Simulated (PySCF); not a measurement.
## Correlation energy of Ne⁺ (neon, charge +1)

[He] 2s1 2p6, 2S determinant (an excited configuration). All numbers are calculated (PySCF 2.14, the spin-free X2C one-electron Hamiltonian (Gaussian nucleus), in dyall-acv3z). Frozen: 1s2; 7 electrons correlated; the 19 highest virtual orbitals of each spin left out.

MP2 pair energies summed by pair of shells (mhartree):

| pair | energy | share (%) |
| --- | --- | --- |
| 2p-2p | -248.28 | 87.2 |
| 2s-2p | -36.47 | 12.8 |

Total MP2 correlation energy: -284.75 mhartree.

Same-spin part -61.01 and opposite-spin part -223.74 mhartree; SCS-MP2 scales them by 1/3 and 6/5 to -288.82 mhartree.
